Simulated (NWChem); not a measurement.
System: AlH2I; SMILES [AlH2][I]

The following NWChem deck was run.

```
start job
memory heap 200 mb stack 900 mb global 1100 mb
geometry units angstroms
  Al     0.000000     0.000000    -1.957853
  H      0.000000     1.399606    -2.693494
  H      0.000000    -1.399606    -2.693494
  I      0.000000     0.000000     0.516645
end
basis spherical
  * library sto-3g
end
dft
  xc hfexch
  iterations 150
end
driver
  maxiter 120
end
task dft optimize
task dft freq
```

Parts of the log:

```
             Northwest Computational Chemistry Package (NWChem) 7.3.0
             --------------------------------------------------------

 C2V symmetry detected

                             Geometry "geometry" -> ""
                             -------------------------

 Output coordinates in angstroms (scale by  1.889725989 to convert to a.u.)

  No.       Tag          Charge          X              Y              Z
 ---- ---------------- ---------- -------------- -------------- --------------
    1 Al                  13.0000     0.00000000     0.00000000    -1.90701635
    2 H                    1.0000     0.00000000     1.39960600    -2.64265735
    3 H                    1.0000     0.00000000    -1.39960600    -2.64265735
    4 I                   53.0000     0.00000000     0.00000000     0.56748165

 Effective nuclear repulsion energy (a.u.)     172.2523530424

      Symmetry information
      --------------------

 Group name             C2v
 Group number             16
 Group order               4
 No. of unique centers     3

                                Z-matrix (autoz)
                                --------

 Units are Angstrom for bonds and degrees for angles

      Type          Name      I     J     K     L     M      Value
      ----------- --------  ----- ----- ----- ----- ----- ----------
    1 Stretch                  1     2                       1.58116
    2 Stretch                  1     3                       1.58116
    3 Stretch                  1     4                       2.47450
    4 Bend                     2     1     3               124.54665
    5 Bend                     2     1     4               117.72668
    6 Bend                     3     1     4               117.72668
    7 Torsion                  2     1     3     4         180.00000
    8 Torsion                  2     1     4     3         180.00000
    9 Torsion                  3     1     2     4         180.00000
   10 Torsion                  2     4     1     3         180.00000
   11 Torsion                  3     2     1     4         180.00000
   12 Torsion                  2     3     1     4         180.00000

  xc_inp: hfexch multiplicative factor not found.

                           NWChem Geometry Optimization
                           ----------------------------

 maximum gradient threshold         (gmax) =   0.000450
 rms gradient threshold             (grms) =   0.000300
 maximum cartesian step threshold   (xmax) =   0.001800
 rms cartesian step threshold       (xrms) =   0.001200
 fixed trust radius                (trust) =   0.300000
 source of zmatrix                         =   autoz

          -------------------
          Energy Minimization
          -------------------

 Using diagonal initial Hessian
 Scaling for Hessian diagonals: bonds = 1.00  angles = 0.25  torsions = 0.10

          --------
          Step   0

                                 NWChem DFT Module
                                 -----------------

 Summary of "ao basis" -> "ao basis" (spherical)
 ------------------------------------------------------------------------------
       Tag                 Description            Shells   Functions and Types
 ---------------- ------------------------------  ------  ---------------------
 Al                          sto-3g                  5        9   3s2p
 H                           sto-3g                  1        1   1s
 I                           sto-3g                 11       27   5s4p2d

      Symmetry analysis of basis
      --------------------------

        a1         19
        a2          2
        b1          8
        b2          9

            General Information
            -------------------
          SCF calculation type: DFT
          Wavefunction type:  closed shell.
          No. of atoms     :     4
          No. of electrons :    68
           Alpha electrons :    34
            Beta electrons :    34
          Charge           :     0
          Spin multiplicity:     1
          Use of symmetry is: on ; symmetry adaption is: on
          Maximum number of iterations: 150
          AO basis - number of functions:    38
                     number of shells:    18
          Convergence on energy requested:  1.00D-06
          Convergence on density requested:  1.00D-05
          Convergence on gradient requested:  5.00D-04

              XC Information
              --------------
                     Hartree-Fock (Exact) Exchange  1.000

      Superposition of Atomic Density Guess
      -------------------------------------

 Sum of atomic energies:       -7090.48260336

      Non-variational initial energy
      ------------------------------

 Total energy =   -7090.211072
 1-e energy   =  -10123.308385
 2-e energy   =    2860.844960
 HOMO         =      -0.185890
 LUMO         =       0.292554

      Symmetry analysis of molecular orbitals - initial
      -------------------------------------------------

  Numbering of irreducible representations:

     1 a1          2 a2          3 b1          4 b2

  Orbital symmetries:

     1 a1          2 a1          3 a1          4 b2          5 b1
     6 a1          7 a1          8 a1          9 b2         10 b1
    11 a1         12 b2         13 b1         14 a1         15 a2
    16 a1         17 a1         18 b2         19 b1         20 a1
    21 b2         22 a1         23 b1         24 a1         25 b2
    26 b1         27 a1         28 a2         29 a1         30 a1
    31 a1         32 b2         33 b1         34 b2         35 a1
    36 b1         37 a1         38 b2

   convergence    iter        energy       DeltaE   RMS-Dens  Diis-err
 ---------------- ----- ----------------- --------- --------- ---------
 d= 0,ls=0.0,diis     1  -7090.8787795318 -7.26D+03  1.77D-02  1.52D-01
 d= 0,ls=0.0,diis     2  -7090.9207112200 -4.19D-02  2.54D-03  4.99D-03
 d= 0,ls=0.0,diis     3  -7090.9220064436 -1.30D-03  9.94D-04  2.98D-04
 d= 0,ls=0.0,diis     4  -7090.9221237320 -1.17D-04  8.62D-05  2.06D-06
 d= 0,ls=0.0,diis     5  -7090.9221246373 -9.05D-07  2.18D-05  6.45D-08
 d= 0,ls=0.0,diis     6  -7090.9221246809 -4.36D-08  3.11D-06  1.25D-09

         Total DFT energy =    -7090.922124680939
      One electron energy =   -10123.453410674701
           Coulomb energy =     3053.678314932773
    Exchange-Corr. energy =     -193.399381981414
 Nuclear repulsion energy =      172.252353042402

 Numeric. integr. density =        0.000000000000

                  Occupations of the irreducible representations
                  ----------------------------------------------

                     irrep           alpha         beta
                     --------     --------     --------
                     a1               17.0         17.0
                     a2                2.0          2.0
                     b1                7.0          7.0
                     b2                8.0          8.0

                       DFT Final Molecular Orbital Analysis
                       ------------------------------------

 Vector   32  Occ=2.000000D+00  E=-3.098229D-01  Symmetry=a1
              MO Center=  1.5D-19, -3.6D-15,  1.6D-01, r^2= 3.3D+00
   Bfn.  Coefficient  Atom+Function         Bfn.  Coefficient  Atom+Function
  ----- ------------  ---------------      ----- ------------  ---------------
    28      0.803849  4 I  pz                25      0.307999  4 I  s
     9     -0.305391  1 Al pz                24     -0.271828  4 I  pz
    10      0.208230  2 H  s                 11      0.208230  3 H  s
     5      0.154840  1 Al pz                20      0.109401  4 I  pz
     6     -0.092226  1 Al s                 21     -0.073150  4 I  s

 Vector   33  Occ=2.000000D+00  E=-2.642758D-01  Symmetry=b1
              MO Center= -2.5D-17,  3.2D-17,  5.1D-01, r^2= 1.8D+00
   Bfn.  Coefficient  Atom+Function         Bfn.  Coefficient  Atom+Function
  ----- ------------  ---------------      ----- ------------  ---------------
    26      1.023978  4 I  px                22     -0.328392  4 I  px
    18      0.132370  4 I  px                 7      0.125220  1 Al px
     3     -0.056283  1 Al px                14     -0.052139  4 I  px

 Vector   34  Occ=2.000000D+00  E=-2.548405D-01  Symmetry=b2
              MO Center= -5.1D-17,  2.0D-17,  4.4D-01, r^2= 2.1D+00
   Bfn.  Coefficient  Atom+Function         Bfn.  Coefficient  Atom+Function
  ----- ------------  ---------------      ----- ------------  ---------------
    27      1.023547  4 I  py                23     -0.327032  4 I  py
    10     -0.144513  2 H  s                 11      0.144513  3 H  s
    19      0.131819  4 I  py                15     -0.051920  4 I  py

[...]

      ----------------------
      Optimization converged
      ----------------------

  Step       Energy      Delta E   Gmax     Grms     Xrms     Xmax
  ---- ---------------- -------- -------- -------- -------- --------
@    4   -7090.93310871 -1.8D-06  0.00008  0.00004  0.00065  0.00139
                                     ok       ok       ok       ok

                                Z-matrix (autoz)
                                --------

 Units are Angstrom for bonds and degrees for angles

      Type          Name      I     J     K     L     M      Value     Gradient
      ----------- --------  ----- ----- ----- ----- ----- ---------- ----------
    1 Stretch                  1     2                       1.47136   -0.00007
    2 Stretch                  1     3                       1.47136   -0.00007
    3 Stretch                  1     4                       2.43317    0.00006
    4 Bend                     2     1     3               124.83763    0.00008
    5 Bend                     2     1     4               117.58119   -0.00004
    6 Bend                     3     1     4               117.58119   -0.00004
    7 Torsion                  2     1     3     4         180.00000    0.00000
    8 Torsion                  2     1     4     3         180.00000    0.00000
    9 Torsion                  3     1     2     4         180.00000    0.00000
   10 Torsion                  2     4     1     3         180.00000    0.00000
   11 Torsion                  3     2     1     4         180.00000    0.00000
   12 Torsion                  2     3     1     4         180.00000    0.00000

                         Geometry "geometry" -> "geometry"
                         ---------------------------------

 Output coordinates in angstroms (scale by  1.889725989 to convert to a.u.)

  No.       Tag          Charge          X              Y              Z
 ---- ---------------- ---------- -------------- -------------- --------------
    1 Al                  13.0000     0.00000000     0.00000000    -1.92388117
    2 H                    1.0000     0.00000000     1.30414843    -2.60512829
    3 H                    1.0000     0.00000000    -1.30414843    -2.60512829
    4 I                   53.0000     0.00000000     0.00000000     0.50928834

 Effective nuclear repulsion energy (a.u.)     176.0137795812

      Symmetry information
      --------------------

 Group name             C2v
 Group number             16
 Group order               4
 No. of unique centers     3

                Final and change from initial internal coordinates
                --------------------------------------------------

                                Z-matrix (autoz)
                                --------

 Units are Angstrom for bonds and degrees for angles

      Type          Name      I     J     K     L     M      Value       Change
      ----------- --------  ----- ----- ----- ----- ----- ---------- ----------
    1 Stretch                  1     2                       1.47136   -0.10980
    2 Stretch                  1     3                       1.47136   -0.10980
    3 Stretch                  1     4                       2.43317   -0.04133
    4 Bend                     2     1     3               124.83763    0.29098
    5 Bend                     2     1     4               117.58119   -0.14549
    6 Bend                     3     1     4               117.58119   -0.14549
    7 Torsion                  2     1     3     4         180.00000    0.00000
    8 Torsion                  2     1     4     3         180.00000    0.00000
    9 Torsion                  3     1     2     4         180.00000    0.00000
   10 Torsion                  2     4     1     3         180.00000    0.00000
   11 Torsion                  3     2     1     4         180.00000    0.00000
   12 Torsion                  2     3     1     4         180.00000    0.00000

 ==============================================================================
                                internuclear distances
 ------------------------------------------------------------------------------
       center one      |      center two      | atomic units |  angstroms
 ------------------------------------------------------------------------------
    2 H                |   1 Al               |     2.78047  |     1.47136
    3 H                |   1 Al               |     2.78047  |     1.47136
    4 I                |   1 Al               |     4.59802  |     2.43317
 ------------------------------------------------------------------------------
                         number of included internuclear distances:          3
 ==============================================================================

[...]

 Rotational Constants
 --------------------
 A=   4.917348 cm-1  (  7.074808 K)
 B=   0.115382 cm-1  (  0.166005 K)
 C=   0.112737 cm-1  (  0.162200 K)

 Temperature                      =   298.15K
 frequency scaling parameter      =   1.0000

 Zero-Point correction to Energy  =   11.854 kcal/mol  (  0.018891 au)
 Thermal correction to Energy     =   13.967 kcal/mol  (  0.022258 au)
 Thermal correction to Enthalpy   =   14.560 kcal/mol  (  0.023202 au)

 Total Entropy                    =   63.918 cal/mol-K
   - Translational                =   41.023 cal/mol-K (mol. weight = 155.8976)
   - Rotational                   =   21.362 cal/mol-K (symmetry #  =        2)
   - Vibrational                  =    1.532 cal/mol-K

 Cv (constant volume heat capacity) =    9.398 cal/mol-K
   - Translational                  =    2.979 cal/mol-K
   - Rotational                     =    2.979 cal/mol-K
   - Vibrational                    =    3.439 cal/mol-K

[normal modes left out]

 ----------------------------------------------------------------------------
 Normal Eigenvalue ||           Projected Infra Red Intensities
  Mode   [cm**-1]  || [atomic units] [(debye/angs)**2] [(KM/mol)] [arbitrary]
 ------ ---------- || -------------- ----------------- ---------- -----------
    1       -0.000 ||    0.002458           0.057         2.396       0.241
    2       -0.000 ||    0.002275           0.052         2.218       0.224
    3       -0.000 ||    0.000573           0.013         0.559       0.056
    4       -0.000 ||    0.000568           0.013         0.554       0.056
    5        0.000 ||    0.000000           0.000         0.000       0.000
    6        0.000 ||    0.000248           0.006         0.242       0.024
    7      454.364 ||    0.035424           0.817        34.533       3.481
    8      634.017 ||    0.109089           2.517       106.346      10.720
    9      737.003 ||    0.370936           8.558       361.607      36.451
   10     1009.249 ||    0.545195          12.578       531.483      53.574
   11     2703.590 ||    0.058429           1.348        56.960       5.742
   12     2757.858 ||    0.095976           2.214        93.562       9.431
 ----------------------------------------------------------------------------
```

Level: Hartree-Fock/STO-3G, non-relativistic.
